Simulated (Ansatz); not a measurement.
A CCSD(T) single point on AlBrH₄OSi, SMILES `[SiH3][O][AlH][Br]`.

```yaml
crystal:
  periodic: [false, false, false]
  atoms:
    - {symbol: Si, position_ang: [0.250245, 1.429638, -0.019445]}
    - {symbol: O, position_ang: [0.225303, -0.164968, 0.322113]}
    - {symbol: Al, position_ang: [-0.135324, -1.794273, 0.210350]}
    - {symbol: Br, position_ang: [-1.483881, -2.481961, -1.452122]}
    - {symbol: H, position_ang: [-0.434271, 1.701435, -1.310824]}
    - {symbol: H, position_ang: [-0.439149, 2.177651, 1.063556]}
    - {symbol: H, position_ang: [1.659487, 1.891033, -0.110520]}
    - {symbol: H, position_ang: [0.449790, -2.815654, 1.241093]}
basis:
  gaussian: {orbitals: def2-SVP}
correlation: {method: ccsd_t}
```

```sh
$ ansatz run in.yaml --threads 4 --pin off --events-out ev --progress --plain
```

Output of Ansatz, abridged:

```
Functional definition: HF
958 factors; integrals over basis functions are off by at most 1.1e-3 eV
mean field evaluation 1: about -86531.6061 eV, gradient 3.7e1 eV
mean field evaluation 2: about -86531.6218 eV, gradient 3.7e1 eV
mean field evaluation 4: about -86534.5915 eV, gradient 2.6e0 eV
mean field evaluation 8: about -86534.6240 eV, gradient 1.7e-1 eV
mean field evaluation 16: about -86534.5954 eV, gradient 6.4e-1 eV
mean field -86534.62409840 eV, -3180.0887803412 hartree, gradient 9.5e-6 eV, S^2 0.000000; 0 other end points of the search recorded, 0 dependent functions left out
20 core orbitals not correlated: weight in the atoms' cores, before any rotation towards them, 1.000 or more for the frozen orbitals, at most 0.000 for the correlated occupied ones
reference -86534.62409840 eV, -3180.0887803412 hartree; 17, 17 occupied and 65, 65 virtual orbitals, 958 factors
second order -15.50964930 eV of doubles, -0.00000000 eV of singles
cycle   1  -15.92884930 eV  change   -4.2e-1 eV  update   9.1e-2
cycle   2  -16.34754120 eV  change   -4.2e-1 eV  update   2.7e-2
cycle   3  -16.43694999 eV  change   -8.9e-2 eV  update   1.4e-2
cycle   4  -16.42645316 eV  change    1.0e-2 eV  update   3.2e-3
cycle   5  -16.42645399 eV  change   -8.3e-7 eV  update   1.3e-3
cycle   6  -16.42677956 eV  change   -3.3e-4 eV  update   3.6e-4
cycle   7  -16.42652457 eV  change    2.5e-4 eV  update   1.4e-4
cycle   8  -16.42652924 eV  change   -4.7e-6 eV  update   3.7e-5
perturbative correction -0.33908420 eV, -0.0124611145 hartree
Total energy: -86551.38971184 eV, -3180.7049052710 hartree
```

It took 3.7 s on 4 threads of a server CPU on a shared host, with 0.37 GiB of host memory at the peak.

The correlation energy is -16.766 eV, 2.0 % of it from (T); the T1 diagnostic reads 0.0101.
